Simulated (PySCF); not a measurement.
Fe⁺: excitation energy

Fe⁺ [Ar] 3d6 4s1 (6D) → Fe⁺ [Ar] 3d5 4s2 (6S), as a difference of total energies. All numbers are calculated (PySCF 2.14, the spin-free X2C one-electron Hamiltonian (Gaussian nucleus), in x2c-TZVPPall with one added diffuse shell each of s, p, d, f type (7s6p5d3f1g, 80 functions)). Correlated levels: valence and next inner shell: [Ne] frozen. The calculations carry no spin-orbit coupling.

Q: Order these methods by the excitation energy they give, lowest first.
A. UHF
B. SCS-MP2 (valence and next inner shell)
C. MP2 (valence and next inner shell)
D. CCSD(T) (valence and next inner shell)

A: A (2.138 eV), D (2.625 eV), B (2.866 eV), C (2.988 eV).

Errors of the correlated levels include the incompleteness of this basis and the frozen core.

For comparison: 2.839 eV (measured; NIST levels, between the centres of gravity of the two terms).
